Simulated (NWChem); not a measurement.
All runs are NWChem calculations. System: ethylmethylamine (C₃H₉N), charge 0, spin multiplicity 1, at a geometry optimised with PBE/def2-SVP. Level: RHF/def2-TZVP.

NWChem printed:

```
             Northwest Computational Chemistry Package (NWChem) 7.3.0
             --------------------------------------------------------

                                NWChem Input Module
                                -------------------

 Scaling coordinates for geometry "geometry" by  1.889725989
 (inverse scale =  0.529177249)

                             Geometry "geometry" -> ""
                             -------------------------

 Output coordinates in angstroms (scale by  1.889725989 to convert to a.u.)

  No.       Tag          Charge          X              Y              Z
 ---- ---------------- ---------- -------------- -------------- --------------
    1 C                    6.0000    -1.88925000    -0.10156200     0.25416800
    2 C                    6.0000    -0.48034600    -0.52290000    -0.15211300
    3 N                    7.0000     0.48651500     0.53516200     0.09755100
    4 C                    6.0000     1.85058900     0.18481100    -0.24936200
    5 H                    1.0000    -2.18440700     0.82984900    -0.26949300
    6 H                    1.0000    -2.62940500    -0.89146600     0.01659900
    7 H                    1.0000    -1.95162500     0.09216500     1.34658000
    8 H                    1.0000    -0.21581500    -1.49145500     0.35775700
    9 H                    1.0000    -0.46016000    -0.75170500    -1.24221100
   10 H                    1.0000     0.43872700     0.81063200     1.08660700
   11 H                    1.0000     2.53794900     1.01349600     0.01676300
   12 H                    1.0000     1.93403700     0.03176200    -1.34738300
   13 H                    1.0000     2.23913400    -0.75150800     0.23576600

 Effective nuclear repulsion energy (a.u.)     132.3137098355

            Nuclear Dipole moment (a.u.)
            ----------------------------
        X                 Y               Z
 ---------------- ---------------- ----------------
    -0.0000037795    -0.0000037795    -0.0000000000


 Summary of "ao basis" -> "" (spherical)
 ------------------------------------------------------------------------------
       Tag                 Description            Shells   Functions and Types
 ---------------- ------------------------------  ------  ---------------------
 *                         def2-tzvp                  on all atoms

 Summary of "ao basis" -> "ao basis" (spherical)
 ------------------------------------------------------------------------------
       Tag                 Description            Shells   Functions and Types
 ---------------- ------------------------------  ------  ---------------------
 C                         def2-tzvp                11       31   5s3p2d1f
 N                         def2-tzvp                11       31   5s3p2d1f
 H                         def2-tzvp                 4        6   3s1p

                                 NWChem SCF Module
                                 -----------------

  ao basis        = "ao basis"
  functions       =   178
  atoms           =    13
  closed shells   =    17
  open shells     =     0
  charge          =   0.00
  wavefunction    = RHF
  use symmetry    = F
  symmetry adapt  = F

 Summary of "ao basis" -> "ao basis" (spherical)
 ------------------------------------------------------------------------------
       Tag                 Description            Shells   Functions and Types
 ---------------- ------------------------------  ------  ---------------------
 C                         def2-tzvp                11       31   5s3p2d1f
 N                         def2-tzvp                11       31   5s3p2d1f
 H                         def2-tzvp                 4        6   3s1p

 Forming initial guess at       0.1s

      Superposition of Atomic Density Guess
      -------------------------------------

 Sum of atomic energies:        -171.82381923

      Non-variational initial energy
      ------------------------------

 Total energy =    -174.493383
 1-e energy   =    -491.246452
 2-e energy   =     184.439359
 HOMO         =      -0.284320
 LUMO         =       0.070989

 Starting SCF solution at       3.4s

 ----------------------------------------------
         Quadratically convergent ROHF

 Convergence threshold     :          1.000E-07
 Maximum no. of iterations :          100
 Final Fock-matrix accuracy:          1.000E-09
 ----------------------------------------------

              iter       energy          gnorm     gmax       time
             ----- ------------------- --------- --------- --------
                 1     -173.2902863538  7.92D-01  1.23D-01      6.2
                 2     -173.3356012691  2.66D-01  3.75D-02      8.8
                 3     -173.3410670357  1.41D-02  2.58D-03     16.0
                 4     -173.3410904049  1.39D-04  3.23D-05     28.1
                 5     -173.3410904082  1.76D-08  3.09D-09     50.3

       Final RHF  results
       ------------------

         Total SCF energy =   -173.341090408151
      One-electron energy =   -495.412943384271
      Two-electron energy =    189.758143140592
 Nuclear repulsion energy =    132.313709835528

        Time for solution =     46.9s

             Final eigenvalues
             -----------------

              1
    1  -15.5405
    2  -11.2496
    3  -11.2455
    4  -11.2175
    5   -1.1997
    6   -1.0018
    7   -0.8857
    8   -0.8142
    9   -0.6528
   10   -0.6118
   11   -0.6038
   12   -0.5639
   13   -0.5266
   14   -0.4984
   15   -0.4894
   16   -0.4814
   17   -0.3658
   18    0.1375
   19    0.1597
   20    0.1738
   21    0.2039
   22    0.2134
   23    0.2208
   24    0.2403
   25    0.2452
   26    0.2542
   27    0.2696

                       ROHF Final Molecular Orbital Analysis
                       -------------------------------------

 Vector   15  Occ=2.000000D+00  E=-4.893675D-01
              MO Center= -3.9D-01, -9.6D-02,  8.5D-03, r^2= 3.5D+00
   Bfn.  Coefficient  Atom+Function         Bfn.  Coefficient  Atom+Function
  ----- ------------  ---------------      ----- ------------  ---------------
     6      0.225128   1 C  px               37     -0.221827   2 C  px
     9      0.201379   1 C  px               40     -0.190212   2 C  px
    99     -0.150298   4 C  px

 Vector   16  Occ=2.000000D+00  E=-4.814492D-01
              MO Center= -6.2D-01, -1.9D-01,  2.2D-02, r^2= 3.6D+00
   Bfn.  Coefficient  Atom+Function         Bfn.  Coefficient  Atom+Function
  ----- ------------  ---------------      ----- ------------  ---------------
    39      0.194063   2 C  pz              150     -0.179148   9 H  s
     8     -0.176403   1 C  pz               42      0.168119   2 C  pz
   138     -0.166090   7 H  s                11     -0.152810   1 C  pz

 Vector   17  Occ=2.000000D+00  E=-3.657920D-01
              MO Center=  5.4D-01,  2.6D-01,  3.7D-04, r^2= 2.1D+00
   Bfn.  Coefficient  Atom+Function         Bfn.  Coefficient  Atom+Function
  ----- ------------  ---------------      ----- ------------  ---------------
    69      0.280255   3 N  py               72      0.267840   3 N  py
    75      0.258919   3 N  py               70     -0.204960   3 N  pz
    73     -0.187392   3 N  pz

 Vector   18  Occ=0.000000D+00  E= 1.374543D-01
              MO Center= -1.2D-01, -2.1D-01,  5.8D-01, r^2= 8.7D+00
   Bfn.  Coefficient  Atom+Function         Bfn.  Coefficient  Atom+Function
  ----- ------------  ---------------      ----- ------------  ---------------
     5      3.028579   1 C  s                36      2.202380   2 C  s
    98      2.041344   4 C  s               139     -1.366678   7 H  s
   145     -1.334139   8 H  s               151     -1.204398   9 H  s
   157     -1.058716  10 H  s               127     -1.027790   5 H  s
   133     -1.030422   6 H  s               175     -0.964386  13 H  s

 Vector   19  Occ=0.000000D+00  E= 1.597206D-01
              MO Center=  3.1D-01, -1.1D-01, -2.1D-02, r^2= 1.2D+01
   Bfn.  Coefficient  Atom+Function         Bfn.  Coefficient  Atom+Function
  ----- ------------  ---------------      ----- ------------  ---------------
     5      5.501227   1 C  s                98     -4.942529   4 C  s
   169      1.850472  12 H  s                36     -1.738318   2 C  s
   175      1.742668  13 H  s               139     -1.657987   7 H  s
   133     -1.487004   6 H  s               163      1.432190  11 H  s
   127     -1.386078   5 H  s                43      1.197106   2 C  px

 Vector   20  Occ=0.000000D+00  E= 1.737959D-01
              MO Center= -2.8D-02, -3.1D-02,  9.4D-02, r^2= 8.5D+00
   Bfn.  Coefficient  Atom+Function         Bfn.  Coefficient  Atom+Function
  ----- ------------  ---------------      ----- ------------  ---------------
    36      3.061326   2 C  s               151     -2.022179   9 H  s
    67     -1.922805   3 N  s               157      1.658699  10 H  s
   145     -1.058568   8 H  s               133     -0.962398   6 H  s
   169     -0.614072  12 H  s               163      0.552133  11 H  s
    76     -0.521971   3 N  pz               12     -0.473020   1 C  px

 center of mass
 --------------
 x =   0.00930166 y =   0.03522664 z =  -0.00636950

 moments of inertia (a.u.)
 ------------------
          82.062455179843         -55.012724631118          46.171668166011
         -55.012724631118         464.188174258167          -6.419729237437
          46.171668166011          -6.419729237437         484.880914587476

  Mulliken analysis of the total density
  --------------------------------------

    Atom       Charge   Shell Charges
 -----------   ------   -------------------------------------------------------
    1 C    6     6.31   0.85  1.12  0.47  0.67  0.09  1.24  1.39  0.38  0.02  0.06  0.00
    2 C    6     6.03   0.85  1.12  0.47  0.65  0.06  1.21  1.28  0.23  0.03  0.11  0.01
    3 N    7     7.39   0.82  1.16  0.50  0.86  0.15  1.48  1.76  0.58  0.01  0.06  0.00
    4 C    6     6.21   0.85  1.12  0.48  0.66  0.10  1.21  1.33  0.34  0.03  0.08  0.01
    5 H    1     0.89   0.26  0.49  0.12  0.02
    6 H    1     0.90   0.26  0.50  0.12  0.02
    7 H    1     0.91   0.26  0.50  0.13  0.02
    8 H    1     0.94   0.26  0.51  0.15  0.02
    9 H    1     0.92   0.27  0.51  0.13  0.02
   10 H    1     0.81   0.26  0.44  0.07  0.04
   11 H    1     0.89   0.26  0.50  0.10  0.02
   12 H    1     0.90   0.26  0.50  0.11  0.02
   13 H    1     0.92   0.26  0.50  0.14  0.02

       Multipole analysis of the density wrt the origin
       ------------------------------------------------

     L   x y z        total         open         nuclear
     -   - - -        -----         ----         -------
     0   0 0 0     -0.000000      0.000000     34.000000

     1   1 0 0      0.077594      0.000000     -0.000004
     1   0 1 0     -0.257798      0.000000     -0.000004
     1   0 0 1      0.270122      0.000000     -0.000000

     2   2 0 0    -20.129028      0.000000    271.920112
     2   1 1 0      0.432816      0.000000     31.634833
     2   1 0 1      0.264901      0.000000    -28.663450
     2   0 2 0    -21.795567      0.000000     37.294696
     2   0 1 1      0.937449      0.000000      4.910242
     2   0 0 2    -19.658823      0.000000     27.052314

 Task  times  cpu:       50.4s     wall:       50.4s

 Total times  cpu:       50.4s     wall:       50.4s
```

**Question.** Write an NWChem input that would produce this output.

**Answer.** This is not unique; one that fits is 
```
start mol
memory heap 200 mb stack 900 mb global 1100 mb
geometry units angstroms nocenter noautoz noautosym
  C     -1.889250    -0.101562     0.254168
  C     -0.480346    -0.522900    -0.152113
  N      0.486515     0.535162     0.097551
  C      1.850589     0.184811    -0.249362
  H     -2.184407     0.829849    -0.269493
  H     -2.629405    -0.891466     0.016599
  H     -1.951625     0.092165     1.346580
  H     -0.215815    -1.491455     0.357757
  H     -0.460160    -0.751705    -1.242211
  H      0.438727     0.810632     1.086607
  H      2.537949     1.013496     0.016763
  H      1.934037     0.031762    -1.347383
  H      2.239134    -0.751508     0.235766
end
basis spherical
  * library def2-tzvp
end
scf
  rhf
  nopen 0
  maxiter 100
  thresh 1e-7
  semidirect memsize 60000000 filesize 0
end
task scf energy
```
